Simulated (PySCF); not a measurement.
## Ag (silver, neutral) across methods

[Kr] 4d9 5s2, 2D determinant (an excited configuration). Calculation: PySCF 2.14, in x2c-TZVPPall with one added diffuse shell each of s, p, d, f type (9s7p7d3f1g, 95 functions); the spin-free X2C one-electron Hamiltonian (Gaussian nucleus).

```csv
method,E (hartree),mean ε 4d β (eV),mean ε 5s α (eV),mean ε 5s β (eV),Σ⟨r²⟩ (bohr²),⟨S²⟩
UHF,-5312.67656,-17.568,-7.644,-7.324,54.00,0.753
M06-2X,-5315.67,-14.573,-6.702,-6.528,53.38,0.751
PBE0,-5314.90,-12.371,-6.336,-6.112,52.15,0.751
PBE,-5314.83,-10.379,-5.651,-5.443,52.11,0.751
r2SCAN,-5315.24,-10.749,-5.824,-5.632,51.85,0.752
BHandHLYP,-5315.23,-14.246,-6.969,-6.770,52.52,0.751
LDA,-5309.74,-10.518,-5.924,-5.730,51.70,0.751
wB97X,-5315.41,-14.896,-8.371,-8.222,52.22,0.751
r2SCAN0,-5315.22,-12.651,-6.505,-6.293,51.98,0.752
```
